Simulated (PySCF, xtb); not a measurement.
C2H7NOSi2, SMILES N[Si@]1(O)C=C[SiH2]1. One conformer was computed; it need not be the lowest.

Harmonic wavenumbers (cm⁻¹) from GFN2-xTB (xtb 6.7.1) at its own minimum, in rising order: 105, 121, 200, 213, 232, 273, 282, 380, 420, 451, 470, 496, 597, 693, 723, 728, 773, 808, 816, 890, 928, 937, 1073, 1261, 1500, 1558, 2144, 2185, 3010, 3043, 3470, 3529, 3702.

**Question.** What does PySCF with B3LYP-D3(BJ)/def2-SVP give at its own minimum? (Estimate from the structure and the level; the computed values follow.)

**Answer.** 109, 120, 153, 210, 248, 282, 301, 333, 430, 448, 486, 609, 658, 705, 748, 766, 779, 829, 882, 929, 964, 1029, 1051, 1277, 1520, 1538, 2181, 2186, 3104, 3131, 3588, 3695, 3873. Paired by order, the mean absolute difference is 43 cm⁻¹ and the zero-point energies are 54.3 and 56.0 kcal/mol.
